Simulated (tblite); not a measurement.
Species: C5H16N2Si2.
SMILES with atom numbers: `[CH2:1]=[C:2]([SiH2:3][NH2:4])[N:5]([CH3:6])[CH2:7][CH2:8][SiH3:9]` (hydrogens: H10, H11 on C1; H12, H13 on Si3; H14, H15 on N4; H16, H17, H18 on C6; H19, H20 on C7; H21, H22 on C8; H23, H24, H25 on Si9)

Structure optimised with GFN2-xTB, isolated species.

Problem. List the bond lengths, angles and torsions at this level.

Solution. 
```csv
bond,length (Å)
C1=C2,1.342
C2–Si3,1.903
Si3–N4,1.724
C2–N5,1.384
N5–C6,1.441
N5–C7,1.446
C7–C8,1.532
C8–Si9,1.897
C1–H10,1.076
C1–H11,1.077
"Si3–H12, Si3–H13",1.467
"N4–H14, N4–H15",1.007
"C6–H16, C6–H17",1.090
C6–H18,1.098
"C7–H19, C7–H20",1.093
"C8–H21, C8–H22",1.092
"Si9–H23, Si9–H24, Si9–H25",1.465
```

Bonds in one row agree within 0.01 Å and their mean is given. A selection of angles:
```csv
angle,degrees
C1–C2–Si3,117.6
C1–C2–N5,123.5
Si3–C2–N5,118.9
C2–Si3–N4,115.3
C2–N5–C6,119.0
C2–N5–C7,120.0
C6–N5–C7,115.1
N5–C7–C8,113.8
C7–C8–Si9,113.0
H14–N4–Si3,118.1
H15–N4–Si3,118.2
```

Torsions: C1–C2–Si3–N4 -1° (synperiplanar); C1–C2–N5–C6 -163° (antiperiplanar); C2–N5–C7–C8 -75° (synclinal); N5–C7–C8–Si9 175° (antiperiplanar). The mirror-image conformer, all signs reversed, is as good.

Si3 (SiH2 silicon) is distorted tetrahedral (angles from 103.6° to 115.3°). N5 (enamine nitrogen) has angles 120.0°, 119.0° and 115.1°, sum 354.1°, 0.20 Å off the plane of its three neighbours. Of the pairs four or more bonds apart, Si3···H17 is among the closest relative to their van der Waals radii: 2.66 Å, 81 % of the sum of Bondi's values. N4 (silicon-bound nitrogen) is pyramidal (angles 118.2°, 118.1° and 109.2°, sum 345.5°, 0.26 Å off the plane of its three neighbours). The C–N distances run from 1.384 Å (C2–N5, drawn single) to 1.446 Å (N5–C7, drawn single), a spread of 0.062 Å. Si9 (SiH3 silicon) is tetrahedral (angles from 109.1° to 109.7°). The C–C distances run from 1.342 Å (C1=C2, drawn double) to 1.532 Å (C7–C8, drawn single), a spread of 0.190 Å.

Point group: C1 (no symmetry element, even within 0.4 Å). Its GFN2-xTB frequencies are all real (lowest 31 cm⁻¹). One conformer, not necessarily the lowest (C1–C2–Si3–N4 -1°, C2–Si3–N4–H -67° and 68°, C1–C2–N5–C6 -163°, C2–N5–C7–C8 -75°, N5–C7–C8–Si9 175°).

These are computed values.
